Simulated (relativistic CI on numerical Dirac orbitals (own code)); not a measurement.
## d1 in a ligand field

Computed with a parametric ligand-field model of a d^n configuration (Racah B and C, spin-orbit zeta, crystal field), exact diagonalisation.

Field parameters in Wybourne normalisation: Oh B⁴₀ = 21Dq, B⁴₄ = √(5/14) B⁴₀. The field is a parameter set, without covalency, and values of 10Dq over about 45,000 cm⁻¹ lie beyond real compounds.

B = 1090 cm⁻¹, C = 5400 cm⁻¹ (C/B = 4.95), Oh, no spin-orbit coupling. Tanabe-Sugano data, E/B above the lowest term (Δ = |10Dq|; b, c mark the second and third term of a kind):

```tsv
Δ/B	2T2	2E
1.0	0.00	1.00
5.0	0.00	5.00
9.0	0.00	9.00
13.0	0.00	13.00
17.0	0.00	17.00
21.0	0.00	21.00
25.0	0.00	25.00
29.0	0.00	29.00
33.0	0.00	33.00
37.0	0.00	37.00
41.0	0.00	41.00
45.0	0.00	45.00
```

The ground term stays 2T2.
